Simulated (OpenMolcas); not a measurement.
Ni4+: the spin-orbit constant, Racah parameters, worked from levels

```json
{
 "Program": "OpenMolcas 26.06",
 "Basis": "ANO-RCC-VQZP [7s6p4d3f2g1h]",
 "Scalar Hamiltonian": "DKH2, point nucleus",
 "Active space": "6 electrons in 10 orbitals (3d 4d)",
 "State averaging": "2S+1 = 5 even, 5 roots; 2S+1 = 3 even, 45 roots; 2S+1 = 1 even, 44 roots",
 "Spin-orbit coupling": "RASSI with atomic mean-field integrals over the reference wave functions, term energies averaged over their components"
}
```

Methods: CASSCF; MS-CASPT2, IPEA 0.25 Eh, imaginary shift 0.1 Eh (closed shells correlated: 3s 3p). Measured levels: Corliss and Sugar, J. Phys. Chem. Ref. Data 10, 197 (1981).

**The spin-orbit constant.** For the Hund term 5D of d6, E(J) = (A/2) J(J+1) + constant and ζ = -2S·A = -4A. From J = 0 to J = 4 the energy changes by 10 A.

```tsv
Source	E(4) - E(0)	A	ζ
CASSCF	-1916.1	-191.6	766
MS-CASPT2	-1906.3	-190.6	763
measured	-2057.6	-205.8	823
```

All in cm-1. MS-CASPT2 is off by -7.4 % and CASSCF by -6.9 %. Both methods take the spin-orbit matrix elements from the reference wave functions, so the second can move ζ only through the term energies and any multistate remixing. Second-order mixing with other terms is absorbed into this ζ.

**Racah parameters.** Above 5D, d6 has 3G at 9B + 4C, 3H at 4B + 4C and 3D at 16B + 4C. The first two fix B and C, and the third tests them; where it misses by thousands of cm-1, two parameters do not describe the configuration (Trees and configuration-interaction terms are left out) and B and C hang on the terms chosen. Term energies are centres of gravity, weighted by 2J + 1.

| Source | 3G | 3H | B | C | C/B | 3D from B, C | 3D found |
| --- | --- | --- | --- | --- | --- | --- | --- |
| CASSCF | 36410 | 28569 | 1568 | 5574 | 3.55 | 47384 | 46520 |
| MS-CASPT2 | 33528 | 27155 | 1275 | 5514 | 4.32 | 42456 | 41539 |
| measured | 32972 | 26617 | 1271 | 5383 | 4.24 | 41868 |  |

Energies in cm-1. From CASSCF to MS-CASPT2, B changes by -18.7 % and C by -1.1 %. Against the measured terms, MS-CASPT2 has B off by +0.3 % and C by +2.4 %.

CASPT2 breaks the degeneracy within a term, and the mean is taken; among the terms shown or strongly mixed into the levels shown the widest spread is 210 cm-1 (3d6 3G, MS-CASPT2). Active for correlation alone: 4d; no level in the range computed is led by a configuration that fills it, so any true level of that kind is missing. Without dynamic correlation excited terms often stand tens of per cent too high (terms of higher spin than the ground term too low), and those without a measured partner can miss by more than the paired ones (holds for CASSCF). Measured partners are found by configuration, term and J. A level has none where our copy of the source lacks it or the pairing is in doubt (some pairs that miss far off the trend of their configuration count as doubtful), and it then counts in no deviation. Only configurations of the active space appear.
